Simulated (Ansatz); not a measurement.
Molecule: Si5H12, charge 0, multiplicity 1. 
Structure (B3LYP-D3(BJ)/def2-TZVP (Ansatz, an electronic-structure program) minimum search):
```xyz
17

Si     2.9919     0.4445     0.5559
Si     1.3323    -0.3931    -0.8709
Si    -0.7641     0.4615    -0.2633
Si    -2.4582    -0.5449    -1.5302
Si    -1.1133     0.0681     2.0204
H      4.3427    -0.0267     0.1636
H      2.7156    -0.0014     1.9430
H      2.9762     1.9273     0.5265
H      1.2892    -1.8746    -0.7619
H      1.6404    -0.0454    -2.2822
H     -0.7690     1.9302    -0.5038
H     -2.4665    -2.0024    -1.2549
H     -2.2226    -0.3382    -2.9800
H     -3.7880     0.0109    -1.1786
H     -2.4703     0.5016     2.4340
H     -0.1107     0.7977     2.8339
H     -0.9764    -1.3835     2.2934
```
Charge 0, spin multiplicity 1.

Quantity: vertical triplet-singlet gap (E(triplet) - E(singlet); each state is the SCF solution reached for its spin), in kcal/mol. Valence correlation only, unless marked. Open shells are spin-unrestricted. Spin-orbit coupling is left out. No relativistic terms. 

```json
[
 {"level": "HF/aug-cc-pV(D+d)Z", "program": "Ansatz", "vertical triplet-singlet gap (kcal/mol)": "135.0"},
 {"level": "HF/aug-cc-pV(T+d)Z", "program": "Ansatz", "vertical triplet-singlet gap (kcal/mol)": "132.5"},
 {"level": "SVWN5/def2-TZVPD", "program": "Ansatz", "vertical triplet-singlet gap (kcal/mol)": "115.1"},
 {"level": "r2SCAN/def2-TZVPD", "program": "Ansatz", "vertical triplet-singlet gap (kcal/mol)": "118.8"},
 {"level": "B3LYP/def2-TZVPD", "program": "Ansatz", "vertical triplet-singlet gap (kcal/mol)": "122.4"},
 {"level": "PBE0/def2-TZVPD", "program": "Ansatz", "vertical triplet-singlet gap (kcal/mol)": "121.7"},
 {"level": "BHLYP/def2-TZVPD", "program": "Ansatz", "vertical triplet-singlet gap (kcal/mol)": "130.1"},
 {"level": "CAM-B3LYP/def2-TZVPD", "program": "Ansatz", "vertical triplet-singlet gap (kcal/mol)": "128.9"},
 {"level": "wB97M-V/def2-TZVPD", "program": "Ansatz", "vertical triplet-singlet gap (kcal/mol)": "129.2"},
 {"level": "wB97X-V/def2-TZVPD", "program": "Ansatz", "vertical triplet-singlet gap (kcal/mol)": "133.3"},
 {"level": "RI-MP2/aug-cc-pV(T+d)Z", "program": "Ansatz", "vertical triplet-singlet gap (kcal/mol)": "135.0"},
 {"level": "SCS-MP2/aug-cc-pV(D+d)Z", "program": "Ansatz", "vertical triplet-singlet gap (kcal/mol)": "137.6"},
 {"level": "CCSD/aug-cc-pV(D+d)Z", "program": "Ansatz", "vertical triplet-singlet gap (kcal/mol)": "132.7"},
 {"level": "CCSD(T)/aug-cc-pV(D+d)Z", "program": "Ansatz", "vertical triplet-singlet gap (kcal/mol)": "130.6"}
]
```
